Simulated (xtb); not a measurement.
xtb input (GFN2-xTB):

```bash
xtb mol.xyz --gfn 2 --ohess tight --chrg 0 --uhf 0
```
mol.xyz:
```
9

N      1.23277456    -0.56143103     0.30380562
B      0.01648129     0.02747181     0.01420939
N     -1.17105174    -0.75052366     0.10063524
O      0.02675583     1.37459353    -0.43946121
H      2.11190987    -0.06446369     0.19063226
H      1.36701020    -1.52241768     0.61205538
H     -2.12959977    -0.30491393    -0.05720226
H     -1.26547508    -1.68332007     0.47044693
H     -0.87704790     1.68321187    -0.66034496
```

End of the output:

```
       1    187.26    -0.67227 ( 99.49%)    -0.66501 (  0.51%)    -0.67224
       2    290.92    -0.43787 ( 99.91%)    -0.53462 (  0.09%)    -0.43795
   ------------------------------------------------------------------------

   temp. (K)  partition function   enthalpy   heat capacity  entropy
                                   cal/mol     cal/K/mol   cal/K/mol   J/K/mol
 298.15  VIB   5.59                 1888.363     14.569      9.756
         ROT  0.431E+05              888.752      2.981     24.185
         INT  0.241E+06             2777.116     17.549     33.942
         TR   0.448E+27             1481.254      4.968     38.171
         TOT                        4258.3697    22.5176    72.1128   301.7201

       T/K    H(0)-H(T)+PV         H(T)/Eh          T*S/Eh         G(T)/Eh
   ------------------------------------------------------------------------
Note: The following floating-point exceptions are signalling: IEEE_UNDERFLOW_FLAG IEEE_DENORMAL
normal termination of xtb
    298.15    0.678614E-02    0.755844E-01    0.342631E-01    0.413212E-01
   ------------------------------------------------------------------------

         :::::::::::::::::::::::::::::::::::::::::::::::::::::
         ::                  THERMODYNAMIC                  ::
         :::::::::::::::::::::::::::::::::::::::::::::::::::::
         :: total free energy         -13.729885544175 Eh   ::
         ::.................................................::
         :: total energy              -13.771206790881 Eh   ::
         :: zero point energy           0.068798241912 Eh   ::
         :: G(RRHO) w/o ZPVE           -0.027476995206 Eh   ::
         :: G(RRHO) contrib.            0.041321246706 Eh   ::
         :::::::::::::::::::::::::::::::::::::::::::::::::::::

optimized geometry written to: xtbopt.xyz

           -------------------------------------------------
          | TOTAL ENERGY              -13.771206790881 Eh   |
          | TOTAL ENTHALPY            -13.695622404909 Eh   |
          | TOTAL FREE ENERGY         -13.729885544175 Eh   |
          | GRADIENT NORM               0.000268520868 Eh/α |
          | HOMO-LUMO GAP               7.487906890390 eV   |
           -------------------------------------------------

------------------------------------------------------------------------
------------------------------------------------------------------------
 total:
 SCF:
 ANC optimizer:
 analytical hessian:
```
